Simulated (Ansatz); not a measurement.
System: borotrithioic acid, sum formula BH$_{3}$S$_{3}$, net charge 0, singlet state. 
Structure (B3LYP-D3(BJ)/def2-TZVP (Ansatz, a quantum-chemistry and plane-wave program) minimum search):
```
B
S 1 1.8077
H 2 1.3430 1 98.84
S 1 1.8101 2 126.14 3 0.00
H 4 1.3419 1 97.96 2 0.00
S 1 1.8132 2 118.77 3 -180.00
H 6 1.3437 1 97.31 2 0.00
```

Total electronic energies in hartree. Cores are frozen in the correlated levels unless marked. Spin-orbit coupling is left out. Non-relativistic. CBS(X,Y): correlation extrapolated as X^-3; Hartree-Fock from the larger set (for Q and 5 zeta extrapolated as (X+1)exp(-9√X)).

```tsv
level	program	energy (Eh)
HSE06-D3(BJ)/def2-TZVPD	Ansatz + dftd3	-1220.89627
HSE06-D4/def2-TZVPD	Ansatz + dftd4	-1220.89671
MP2/aug-cc-pV(Q+d)Z	Ansatz	-1219.88144
SCS-MP2/6-31G*	Ansatz	-1219.48238
CCSD/CBS(cc-pV(Q+d)Z,cc-pV(5+d)Z)	Ansatz	-1219.9541
CCSD(T)/6-31G*	Ansatz	-1219.55777
CCSD(T)/cc-pV(5+d)Z	Ansatz	-1219.97879
CCSD(T)/CBS(cc-pV(T+d)Z,cc-pV(Q+d)Z)	Ansatz	-1219.9964
CCSD(T)/CBS(cc-pV(Q+d)Z,cc-pV(5+d)Z)	Ansatz	-1219.9964
```

Totals of different functionals don't rank their quality; only differences between species are comparable.
